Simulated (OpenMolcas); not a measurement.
# Xe2+: CASPT2 settings compared

* Program: OpenMolcas
* Basis: ANO-R3 [8s7p5d4f3g2h]
* Scalar Hamiltonian: X2C, finite nucleus
* Active space: 4 electrons in 3 orbitals (5p)
* State averaging: 2S+1 = 3 even, 3 roots; 2S+1 = 1 even, 6 roots kept (CI in the orbitals of an earlier block)
* Spin-orbit coupling: RASSI with atomic mean-field integrals over the reference wave functions, term energies averaged over their components

Methods on the same reference wave functions:
A. CASSCF
B. SS-CASPT2, IPEA 0.6 Eh, sigma2 regulariser 0.3 Eh (closed shells correlated: 4s 4p 4d 5s)
C. SS-CASPT2, IPEA 0.35 Eh, sigma1 regulariser 0.05 Eh (closed shells correlated: 4s 4p 4d 5s)
D. SS-CASPT2, IPEA 0.2 Eh, sigma1 regulariser 0.3 Eh (closed shells correlated: 4d 5s)

Energies in cm⁻¹ above 5s² 5p⁴ ³P₂, the measured ground level; measured values from Saloman, J. Phys. Chem. Ref. Data 33, 765 (2004).

```
      Level      A      B      C      D  Measured
5s² 5p⁴ ³P₂    0.0    0.0    0.0    0.0       0.0
5s² 5p⁴ ³P₀   8443   7910   7850   7880      8130
5s² 5p⁴ ³P₁   8605   8910   8900   8870      9794
5s² 5p⁴ ¹D₂  18789  16130  16200  16430     17099
5s² 5p⁴ ¹S₀  39471  34750  34540  34810     36103
```

Deviations, from unrounded energies. A percentage is the sum of absolute deviations over the sum of measured energies, with the sign that they share, or ± where signs differ.

```
                        Against measurement  Levels     A     B     C     D
             mean absolute deviation (cm-1)       4  1600   860   910   790
      fine structure of the ground term (%)       2  ±8.4  -6.2  -6.5  -6.5
other terms of the ground configuration (%)       2  +9.5  -4.4  -4.6  -3.7
```

D lies closest to measurement on these levels and A furthest from it. The largest miss of D in the table is 5s² 5p⁴ ¹S₀, by -1300 cm-1. The ranking rests on the paired levels alone, and a cruder setting can come out closer through cancelling errors.

Among B to D the level of the table that moves most is 5s² 5p⁴ ¹D₂, by 300 cm-1 (lowest in B, highest in D). Moves below CASPT2's spread within the term are not significant.

The mean deviations of B to D differ by less than CASPT2's widest spread within a term (300 cm-1), so their order carries little weight.

From A to B the spin-free energies of the other terms of 5s² 5p⁴ shown, above ³P, scale by factors of 0.73 to 0.81.

The lowest spin-free term lies below A's lowest term by 0.974 hartree in B, 0.981 hartree in C, 0.690 hartree in D.

Term energies are means over components that CASPT2 splits; among the terms shown or strongly mixed into the levels shown the widest spread is 300 cm-1 (5s² 5p⁴ ¹D, B). Terms from blocks run as CI alone lack orbitals of their own. With the s shell closed, the reference lacks s² → p² mixing. Computed and measured levels are paired by configuration, term and J; levels that our copy of the source lacks, or whose pairing is in doubt (as where it misses far off the trend of its configuration), stay unpaired and out of the deviations. Only configurations of the active space appear.
